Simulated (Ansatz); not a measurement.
Cartesian coordinates in Å:
```
B 0.692 1.792 0.773
C 0.180 0.464 0.199
N -0.206 -0.536 -0.233
C -0.677 -1.753 -0.756
H 1.849 1.887 0.420
H -0.013 2.657 0.299
H 0.577 1.704 1.977
H 0.132 -2.268 -1.275
H -1.044 -2.385 0.054
H -1.490 -1.561 -1.459
```

Charge 0, multiplicity 1.

List the PBE/def2-TZVPP orbital energies in eV (the Gaussian-basis code of Ansatz). (Estimate.)

Computed: Occupied: -382.45, -271.44, -271.15, -174.76, -24.92, -20.15, -14.75, -13.47, -12.47, -12.47, -9.50, -9.50, -8.51, -6.83, -6.83. Lowest empty: -1.10, -1.09, -0.22, 1.05, 1.90, 1.90, 1.96, 2.66.
